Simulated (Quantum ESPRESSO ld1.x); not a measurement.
Input file for ld1.x (Quantum ESPRESSO 7.5):

```
 &input
    zed=76.0,
    iswitch=1,
    rel=1,
    dft='RXC-VWN',
    config='[Ar] 3d4',
    verbosity='high',
    prefix='ld1',
    max_out_wfc=37,
    file_charge='ld1.rho',
 /
```

It prints (banner and zero overlaps left out):

```
     Program LD1 v.7.5 starts

     --------------------------- All-electron run ----------------------------

     scalar relativistic calculation

     atomic number is 76.00
     dft =RXC-VWN   lsd =0 sic =0 latt =0  beta=0.20 tr2=1.0E-14
     Exchange-correlation= RXC-VWN
                           (   3   2   0   0   0   0   0)
     mesh =2117 r(mesh) =  99.21276 a.u. xmin = -8.00 dx = 0.00800
     1 Ry =  13.60569312 eV, c = 137.03599908

     n l     nl                  e(Ry)          e(Ha)          e(eV)
     1 0     1S 1( 2.00)   -5656.451817919   -2828.225908959 -76959.9475996
     2 0     2S 1( 2.00)   -1197.950513566    -598.975256783 -16298.9470641
     2 1     2P 1( 6.00)   -1078.880582417    -539.440291208 -14678.9181207
     3 0     3S 1( 2.00)    -448.879255156    -224.439627578  -6107.3133949
     3 1     3P 1( 6.00)    -413.628759985    -206.814379993  -5627.7059752
     3 2     3D 1( 4.00)    -379.430534148    -189.715267074  -5162.4154091

     final scf error:  9.4E-15 reached in  32 iterations

     Etot =  -28993.649052 Ry,  -14496.824526 Ha, -394478.691515 eV

     Ekin =   32528.893832 Ry,   16264.446916 Ha,  442578.147104 eV
     Encl =  -65186.365631 Ry,  -32593.182816 Ha, -886905.686581 eV
     Eh   =    3994.991328 Ry,    1997.495664 Ha,   54354.626036 eV
     Exc  =    -331.168580 Ry,    -165.584290 Ha,   -4505.778074 eV
```

Run on one thread of a shared host, so times are rough (Intel(R) Xeon(R) Processor @ 2.60GHz): 0.42 s of CPU time, 1.4 s wall, 32 iterations on 2117 mesh points.
